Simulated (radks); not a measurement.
Numerical settings for the cadmium ion Cd+, [Kr] 4d10 5s1. All-electron calculation, Dirac Kohn-Sham, LDA (Slater exchange, Perdew-Wang correlation), spin-unpolarised, spherical densities, point nucleus. Program: a radial shooting solver on a logarithmic mesh with Libxc functionals. The defaults (mesh step 0.008 in ln r, mesh end at 40 bohr or more with all orbitals vanishing there, Anderson mixing 0.5 over 9 steps, residual threshold near 1e-9 with the energy settled to 1e-9 hartree or 1e-11 of itself, here a cap of 87 iterations) give E = -5590.6366 hartree and 5s1/2 at -13.450 eV in 13 iterations. Run on one thread of a shared host, so times are rough (Arm Neoverse V2): 0.11 s of CPU time, 0.11 s wall, 13 iterations on 2602 mesh points. Changes against that run (0 stands for a change within the tolerance of the run):

| setting | iterations | converged | E (mhartree) | e(5s1/2) (meV) | CPU (s) |
|---|---|---|---|---|---|
| mesh step in ln r 0.012 | 13 | yes | 0 | 0 | 0.08 |
| mesh step in ln r 0.05 | 13 | yes | +0.0274 | +0.00454 | 0.03 |
| mesh step in ln r 0.003 | 13 | yes | 0 | 0 | 0.3 |
| mesh end (bohr) 20 | 13 | yes | 0 | 0 | 0.11 |
| mesh end (bohr) 2 | 13 | level above zero | +8.14e+03 | +9.81e+04 | 0.09 |
| residual threshold 0.001 | 9 | yes | 0 | +1.52 | 0.09 |
| residual threshold 0.01 | 9 | yes | 0 | +1.52 | 0.09 |
| mixing 2.5 | 17 | yes | 0 | 0 | 0.14 |
| linear mixing, mixing 1 | 87 | no | +3e+04 | -1.5e+05 | 2.2 |
| linear mixing, mixing 0.5 | 30 | yes | 0 | 0 | 0.19 |
| mixing history 3 | 16 | yes | 0 | 0 | 0.13 |
| iteration cap 2 | 2 | no | +489 | -9.76e+03 | 0.03 |

Settled on a wrong energy, with an occupied level pushed above zero by the early mesh end: mesh end (bohr) 2 (+8.14 hartree). Apart from these: no run marked as converged misses the energy by more than 1 mhartree. A mesh that ends early acts as a hard wall.
